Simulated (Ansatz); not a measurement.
BiI2 (SMILES [I][Bi][I]), doublet, at a GFN2-xTB geometry (such geometries of metal compounds can be far from the true shape) (the spin is typed, not shown lowest) (core potentials on Bi, I). Base run: R2SCAN/def2-SVP (Ansatz, an electronic-structure program).

The Ansatz input:
Ansatz 0.2 input:
```yaml
crystal:
  periodic: [false, false, false]
  atoms:
    - {symbol: Bi, position_ang: [0.89619474, 0.44438201, 0.28746279]}
    - {symbol: I, position_ang: [-1.04089611, 1.21333620, -1.58129724]}
    - {symbol: I, position_ang: [-0.36257867, -1.90925520, 1.13111966]}
basis:
  gaussian:
    orbitals: def2-SVP
hamiltonian:
  xc: r2scan
magnetization: {spin_polarized: true, initial_magnetization: 1}
```

Variants of this job, named by their change:

```json
[
 {"change": "base", "ΔE vs base (µEh)": "0.0"},
 {"change": "nuclear_model = gaussian", "ΔE vs base (µEh)": "0.0"},
 {"change": "lower_state_search = full", "ΔE vs base (µEh)": "0.0"},
 {"change": "lower_state_search = light", "ΔE vs base (µEh)": "0.0"},
 {"change": "final_grid = 10, 20, 41", "ΔE vs base (µEh)": "-12.3"},
 {"change": "final_grid = 14, 28, 59", "ΔE vs base (µEh)": "-2.7"},
 {"change": "fitting.mean_field = def2-universal-JKFIT", "ΔE vs base (µEh)": "-11.2"},
 {"change": "point_charge = charge:0.5 position_ang:-4.4653, 1.6337, -2.3948", "ΔE vs base (µEh)": "-5328"},
 {"change": "lower_state_search = off", "ΔE vs base (µEh)": "0.0"},
 {"change": "accuracy = high", "ΔE vs base (µEh)": "0.0"},
 {"change": "point_charge = charge:-1.0 position_ang:-4.7466, -0.4273, 2.3569", "ΔE vs base (µEh)": "3709"}
]
```
